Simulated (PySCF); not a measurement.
B(Cl)(OH)(NH2) (BClH₃NO), SMILES NB(O)Cl.

The structure is a stationary point at B3LYP-D3(BJ)/def2-SVP. One conformer was computed; it need not be the lowest.

Method: B3LYP-D3(BJ)/def2-SVP (PySCF).

Frequencies are harmonic and unscaled.

| mode | ν (cm⁻¹) | IR (km/mol) | Raman (Å⁴/amu) | depolarisation | moving atoms (share of kinetic energy) |
|---|---|---|---|---|---|
| 1 | 322 | 3.6 | 1.7 | 0.75 | N 28 %, H 22 %, Cl 20 %, O 19 %, B 11 % |
| 2 | 374 | 13.4 | 1.7 | 0.53 | O 36 %, Cl 27 %, H 21 %, N 13 % |
| 3 | 387 | 51.8 | 1.5 | 0.75 | H 80 %, N 16 % |
| 4 | 427 | 199.8 | 1.2 | 0.75 | H 92 % |
| 5 | 547 | 72.9 | 0.9 | 0.75 | H 76 %, B 18 % |
| 6 | 584 | 16.4 | 0.7 | 0.75 | B 62 %, H 24 % |
| 7 | 620 | 29.0 | 5.2 | 0.14 | Cl 27 %, B 23 %, N 19 %, H 16 %, O 15 % |
| 8 | 902 | 10.1 | 1.3 | 0.09 | H 58 %, N 23 %, O 19 % |
| 9 | 998 | 99.5 | 2.9 | 0.44 | H 77 %, N 12 %, O 8 % |
| 10 | 1251 | 422.9 | 4.7 | 0.21 | B 57 %, O 17 %, H 17 % |
| 11 | 1455 | 117.9 | 2.0 | 0.46 | B 51 %, H 39 %, O 9 % |
| 12 | 1598 | 289.9 | 3.5 | 0.69 | H 53 %, N 23 %, B 22 % |
| 13 | 3613 | 51.9 | 111.0 | 0.14 | H 96 % |
| 14 | 3725 | 45.4 | 58.4 | 0.75 | H 91 %, N 9 % |
| 15 | 3883 | 100.1 | 62.4 | 0.27 | H 94 % |
